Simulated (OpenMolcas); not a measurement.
**Fe2+ in KCdF3: curves along the breathing mode**

Fe2+ with its 6 nearest fluoride ions, on the Cd site of idealised cubic KCdF3 (a = 4.302 Å, distance in the model lattice 2.151 Å). The rest of the host is ab initio model potentials to 7.6 Å, with orthogonalisation functions on the cations behind the ligands, and point charges beyond; the distance is set by hand and nothing relaxes. Ligand basis ANO-RCC-VDZP.

```yaml
Program: OpenMolcas 26.06
Method: "SS-CASPT2, IPEA 0.25 Eh, imaginary shift 0.1 Eh (closed shells correlated: 3s 3p and the ligand valence shells)"
Basis: ANO-RCC-VDZP [5s4p2d1f]
Scalar_Hamiltonian: DKH2, point nucleus
Active_space: 6 electrons in 5 orbitals (3d)
State_averaging: 2S+1 = 5 even, 5 roots; 2S+1 = 3 even, 45 roots; 2S+1 = 1 even, 50 roots
Spin-orbit_coupling: RASSI with atomic mean-field integrals over the reference wave functions
```

Spin-free energies (labels of O, the rotations of Oh) in cm-1 above the lowest fitted minimum, as all ligands move together:

| R (Å) | 5T2 | 5E | 3T1 | 3T2 | 1A1 | 3T2(2) | 3T1(3) |
| --- | --- | --- | --- | --- | --- | --- | --- |
| 1.972 | 360 | 12680 | 12350 | 15590 | 13360 | 22510 | 23870 |
| 2.018 | 120 | 11220 | 13380 | 16290 | 15580 | 22460 | 23580 |
| 2.065 | 2310 | 12130 | 16510 | 19100 | 19750 | 24640 | 25510 |
| 2.111 | 6390 | 15220 | 21310 | 23780 | 25600 | 28840 | 29410 |
| 2.158 | 12590 | 20540 | 28460 | 30510 | 33360 | 35140 | 35430 |
| 2.204 | 20740 | 27840 | 37180 | 38990 | 42730 | 43290 | 43290 |
| 2.251 | 31110 | 37510 | 48090 | 49690 | 54240 | 53700 | 53420 |

Cubic fits give the following; the wavenumber is harmonic, with the mass of all moving ligands, small differences in it between states hang on the degree of the fit, a number in brackets counts states of one label, and the table is a selection of at most 14 states with clean curves.

```csv
State,R0 (Å),Breathing mode (cm-1),Minimum (cm-1)
5T2,1.997,544,0
5E,2.024,559,11240
3T2,1.977,523,15560
3T2(2),1.995,542,22230
3T1(3),2.000,537,23460
3E,1.998,538,23810
3A2,2.012,548,28280
3T2(3),2.003,534,27660
1T2,1.984,521,27750
3T1(4),2.021,555,31740
3E(2),2.021,559,32300
1E,1.995,539,30850
```

The minimum of 5E is shifted by +0.0264 Å against 5T2 (from the unrounded fits). With M = 114.0 u for the moving shell, the Huang-Rhys factor in this mode is S = M ω ΔR² / 2ħ = 0.01483 × 114.0 × 544 × 0.0264² = 0.64. Only the first shell moves, against a rigid host.

Roots that are degenerate in the reference are averaged as groups; the widest CASPT2 spread within a group is 430 cm-1 (the 3-fold group of multiplicity 3 near 20700 cm-1 above the lowest state of its run, R = 2.018). Shifts and gaps below about the spread of the groups concerned are not significant. Over all roots computed the reference weight is 0.72 to 0.74 in R = 1.972, 0.72 to 0.74 in R = 2.018, 0.72 to 0.74 in R = 2.065, 0.72 to 0.74 in R = 2.111, 0.72 to 0.74 in R = 2.158, 0.72 to 0.74 in R = 2.204, 0.72 to 0.74 in R = 2.251; a low but even weight reflects the number of correlated electrons. An orbital triplet at a regular site is open to Jahn-Teller coupling, which can distort the site and quench the lowest spin-orbit gaps and is left out. A single d shell leaves out the double-shell effect, which counts most for late 3d ions, where the CASPT2 field can be off either way by tens of per cent. Ligand-to-metal charge-transfer states are missing. These CASPT2 states fit no ligand-field parameters well, so their order and spin gaps are uncertain. For late 3d ions with one d shell CASPT2 can put B and the spin-flip bands somewhat low as well as high. With one d shell and no ligand orbital active, 10Dq can be off by tens of per cent for divalent 3d ions, low with halides held by bare charges and at times high in hosts. Free-ion shares, where given, are those of the reference states; single-state CASPT2 does not remix them. No measured value stands beside these numbers.
